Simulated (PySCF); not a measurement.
Two-component Hartree-Fock for Zr³⁺ (zirconium, charge +3)

Start: [Kr] 4d1; 4d5/2 filled at m_j = +5/2. Calculated with PySCF 2.14 in x2c-SVPall-2c with one added diffuse shell each of s, p, d type (7s9p7d1f, 76 functions): generalised Hartree-Fock with the X2C-1e Hamiltonian and a Gaussian nucleus; one run each with spin-orbit coupling (SO) switched off, then screened by Boettger's factors. This is a chosen level, not necessarily the ground level.

| spinor shell | electrons | ε, spin-free (eV) | ε, screened SO (eV) | weight of nominal j (screened SO) | rms radius, screened SO (bohr) |
| --- | --- | --- | --- | --- | --- |
| 1s1/2 | 2 | -18122.8 | -18122.1 | 1.000 | 0.0426 |
| 2s1/2 | 2 | -2606.1 | -2605.9 | 1.000 | 0.176 |
| 2p1/2 | 2 | -2321.6 | -2380.8 | 1.000 | 0.154 |
| 2p3/2 | 4 | -2321.6 | -2293.6 | 1.000 | 0.158 |
| 3s1/2 | 2 | -481.29 | -481.27 | 1.000 | 0.488 |
| 3p1/2 | 2 | -385.71 | -395.56 | 1.000 | 0.489 |
| 3p3/2 | 4 | -385.71 | -381.08 | 1.000 | 0.499 |
| 3d3/2 | 4 | -228.56 | -230.02 | 0.998 | 0.494 |
| 3d5/2 | 6 | -228.56 | -227.60 | 0.999 | 0.497 |
| 4s1/2 | 2 | -94.976 | -94.989 | 1.000 | 1.29 |
| 4p3/2 | 4 | -67.161 | -66.686 | 0.963 | 1.45 |
| 4p1/2 | 2 | -67.161 | -68.238 | 0.926 | 1.42 |
| 4d5/2 | 1 | -33.717 | -33.648 | 1.000 | 2.01 |

| quantity | spin-free | screened SO |
| --- | --- | --- |
| E (hartree) | -3594.23854 | -3594.56601 |
| M_J | 5/2 | 5/2 |
| ⟨J²⟩ | 8.754 | 8.754 |
| ⟨L²⟩ | 6.004 | 6.011 |
| ⟨S²⟩ | 0.751 | 0.758 |

Each row is a mean over spinors that exchange with the open shell spreads, by up to 3.704 eV (4p3/2).

Breit and QED terms are absent; they matter most for the inner s and p1/2 levels.

Densities and radii are taken from the X2C orbitals without a picture-change correction, which distorts them close to the nucleus.

Without spin-orbit coupling the j labels of p, d and f shells carry no meaning; the spin-free column gives the mean over the occupied spinors of each nl shell.
